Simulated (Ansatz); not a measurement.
Abridged output of a molecular run in Ansatz:

```
Functional definition: HF
1518 factors; integrals over basis functions are off by at most 9.8e-4 eV
mean field evaluation 1: about -27698.3928 eV, gradient 2.2e1 eV
mean field evaluation 2: about -27698.6712 eV, gradient 2.3e1 eV
mean field evaluation 4: about -27700.8166 eV, gradient 3.5e0 eV
mean field evaluation 8: about -27700.8634 eV, gradient 1.7e-1 eV
mean field -27700.86362701 eV, -1017.9879619727 hartree, gradient 5.3e-6 eV, S^2 0.000000; 0 other end points of the search recorded, 0 dependent functions left out
16 core orbitals not correlated: weight in the atoms' cores, before any rotation towards them, 1.000 or more for the frozen orbitals, at most 0.000 for the correlated occupied ones
reference -27700.86362701 eV, -1017.9879619727 hartree; 13, 13 occupied and 240, 240 virtual orbitals, 1518 factors
second order -16.59402034 eV of doubles, -0.00000000 eV of singles
cycle   1  -17.87975250 eV  change    -1.3e0 eV  update   9.7e-2
cycle   2  -18.44373076 eV  change   -5.6e-1 eV  update   3.0e-2
cycle   3  -18.50692277 eV  change   -6.3e-2 eV  update   1.1e-2
cycle   4  -18.50110734 eV  change    5.8e-3 eV  update   3.2e-3
cycle   5  -18.50007151 eV  change    1.0e-3 eV  update   1.1e-3
cycle   6  -18.49978317 eV  change    2.9e-4 eV  update   3.4e-4
cycle   7  -18.49973167 eV  change    5.2e-5 eV  update   9.7e-5
cycle   8  -18.49975888 eV  change   -2.7e-5 eV  update   3.5e-5
cycle   9  -18.49976217 eV  change   -3.3e-6 eV  update   1.2e-5
perturbative correction -0.74287268 eV, -0.0273000673 hartree
Total energy: -27720.10626185 eV, -1018.6951157602 hartree
```

Its atoms:

```xyz
12

C     1.991    0.746    1.449
S     0.651   -0.461    1.237
Si   -0.230    0.271   -0.557
Si   -2.028   -1.135   -1.067
H     1.593    1.753    1.567
H     2.681    0.714    0.607
H     2.525    0.467    2.357
H    -0.692    1.677   -0.376
H     0.768    0.278   -1.665
H    -1.551   -2.530   -1.259
H    -3.029   -1.108    0.031
H    -2.678   -0.672   -2.323
```

Which basis set was used?
A. def2-SVPD
B. def2-SVP
C. def2-TZVPP
D. def2-TZVPPD

C. It gives 269 functions.

Write the keys of the input that set method, charge and spin (a neutral closed shell needs none for the last two).


```yaml
correlation: {method: ccsd_t}
```
